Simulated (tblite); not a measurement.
Species: C7H3O3S (charge -1).
Atom-mapped SMILES: `[O:1]=[C:2]([O-:3])[c:4]1[cH:5][o:6][c:7]2[cH:8][cH:9][s:10][c:11]12` (hydrogens: H12 on C5; H13 on C8; H14 on C9)
Bond orders are those of one Lewis drawing.

Computed with GFN2-xTB (tblite), gas phase: L-BFGS steps from a force-field or distance-geometry start until the largest atomic force falls under 0.01 eV/Å.

Step 0: E = -875.7353 eV
```
atom  x, y, z in Å  |  force x, y, z in eV/Å
O1     -2.2687    2.1477    0.7933   -0.072  -1.665  -0.521
C2     -2.5039    0.9463    0.4792   -1.036   0.992   0.574
O3     -3.6177    0.3586    0.4426    1.349   0.509  -0.072
C4     -1.2767    0.0748    0.1286   -1.022  -0.441   0.038
C5     -1.3018   -1.2589   -0.2105   -0.337   0.437   0.010
O6     -0.0636   -1.7545   -0.4721    0.692   0.369   0.097
C7      0.7837   -0.6947   -0.2679    0.600  -1.913  -0.528
C8      2.1882   -0.5605   -0.3565   -0.087   0.633   0.155
C9      2.5293    0.7295   -0.0418    0.182  -0.436  -0.130
S10     1.1746    1.7419    0.3614   -0.301  -0.090  -0.022
C11     0.0898    0.4130    0.0997   -0.022   1.285   0.299
H12    -2.1202   -1.9616   -0.3282    0.243   0.430   0.104
H13     2.8676   -1.3463   -0.6273    0.048   0.028  -0.009
H14     3.5185    1.1642   -0.0227   -0.236  -0.139   0.004
```

Step 1: E = -875.8255 eV
```
atom  x, y, z in Å  |  force x, y, z in eV/Å
O1     -2.2697    2.1239    0.7858    0.267   0.478   0.061
C2     -2.5187    0.9605    0.4874   -0.105  -0.362   0.032
O3     -3.5984    0.3659    0.4416   -0.286  -0.172  -0.062
C4     -1.2913    0.0685    0.1292    0.134   0.144   0.080
C5     -1.3066   -1.2526   -0.2103    0.096   0.101  -0.087
O6     -0.0537   -1.7492   -0.4707    0.033  -0.236  -0.017
C7      0.7923   -0.7221   -0.2755   -0.186   0.539   0.201
C8      2.1870   -0.5515   -0.3543    0.071  -0.425  -0.136
C9      2.5319    0.7233   -0.0437    0.037   0.281   0.075
S10     1.1703    1.7406    0.3611   -0.025   0.002  -0.022
C11     0.0895    0.4313    0.1040   -0.011  -0.719  -0.236
H12    -2.1167   -1.9554   -0.3267    0.119   0.274   0.068
H13     2.8683   -1.3459   -0.6274   -0.018   0.204   0.044
H14     3.5152    1.1622   -0.0227   -0.126  -0.109   0.000
```

Step 2: E = -875.8374 eV
```
atom  x, y, z in Å  |  force x, y, z in eV/Å
O1     -2.2667    2.1285    0.7862    0.112  -0.059  -0.061
C2     -2.5204    0.9569    0.4881    0.052   0.139   0.124
O3     -3.6010    0.3642    0.4409   -0.227  -0.128  -0.046
C4     -1.2904    0.0699    0.1301    0.000   0.020   0.055
C5     -1.3057   -1.2512   -0.2113    0.110   0.088  -0.073
O6     -0.0530   -1.7517   -0.4709    0.036  -0.064   0.018
C7      0.7905   -0.7170   -0.2735    0.040  -0.013   0.025
C8      2.1878   -0.5560   -0.3558   -0.007   0.114   0.019
C9      2.5324    0.7263   -0.0429   -0.140  -0.116  -0.016
S10     1.1699    1.7406    0.3609   -0.080  -0.068  -0.036
C11     0.0894    0.4238    0.1015   -0.012  -0.152  -0.072
H12    -2.1152   -1.9521   -0.3259    0.067   0.228   0.059
H13     2.8681   -1.3436   -0.6269    0.072   0.062  -0.001
H14     3.5136    1.1609   -0.0227   -0.023  -0.050   0.004
```

Q: Estimate the geometry and energy of step 3. (The exact step hangs on the optimiser's Hessian estimate; all steps are aligned on step 2, rigid shifts and turns removed.)

A: E = -875.8408 eV, largest force 0.254 eV/Å
```
atom  x, y, z in Å  |  force x, y, z in eV/Å
O1     -2.2641    2.1284    0.7853    0.079   0.007  -0.026
C2     -2.5202    0.9584    0.4903   -0.217  -0.126   0.041
O3     -3.6050    0.3618    0.4399    0.112   0.078  -0.011
C4     -1.2903    0.0705    0.1312   -0.033  -0.020   0.041
C5     -1.3037   -1.2494   -0.2127    0.084   0.050  -0.055
O6     -0.0521   -1.7533   -0.4706    0.037   0.002   0.023
C7      0.7908   -0.7162   -0.2726    0.068  -0.205  -0.037
C8      2.1878   -0.5552   -0.3558   -0.010   0.029   0.002
C9      2.5304    0.7251   -0.0430   -0.046  -0.006   0.003
S10     1.1684    1.7395    0.3602   -0.098  -0.072  -0.034
C11     0.0892    0.4197    0.0997   -0.011   0.083   0.004
H12    -2.1137   -1.9475   -0.3247    0.024   0.179   0.047
H13     2.8692   -1.3420   -0.6268    0.066   0.058  -0.001
H14     3.5128    1.1597   -0.0226   -0.055  -0.058   0.004
```

The energy changes by -0.0033 eV. The first-order estimate −F·Δx gives -0.0058 eV and the mean of the old and new forces, exact on a quadratic surface, -0.0033 eV. The step makes an angle of 18° with the force vector and moves no atom by more than 0.005 Å.

Run on an Arm Neoverse N1 with one thread, no GPU (shared host).
